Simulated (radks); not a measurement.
Valence configurations of Co II (all share [Ar]). Calculated with a radial shooting solver on a logarithmic mesh with Libxc functionals: non-relativistic Kohn-Sham, TPSS, spin-polarised, spherical densities, point nucleus; open shells are filled with parallel spins first; meta-GGA in the generalised Kohn-Sham scheme. Energies are relative to 3d8; eigenvalues in eV for spin up.

valence,E (eV),moment (Bohr magnetons),e(3d),e(4p),e(4s)
3d8,0.000,2,-12.938,-,-
3d7.5 4s0.5,0.298,3,-15.538,-,-11.977
3d7 4s1,0.985,4,-18.402,-,-13.205
3d7.5 4p0.5,2.812,3,-16.249,-7.303,-
3d6 4s2,6.245,4,-24.918,-,-14.719
3d7 4p1,6.390,4,-19.795,-8.545,-
3d6 4p2,16.258,6,-27.480,-10.675,-
3d5 4s2 4p1,20.008,6,-33.682,-11.135,-17.838
3d5.5 4p2.5,22.767,7,-31.594,-11.640,-

NIST lists [Ar] 3d8 as the ground configuration; this level of theory agrees among the configurations tried. The energies are those of spherical high-spin densities, not of single terms.
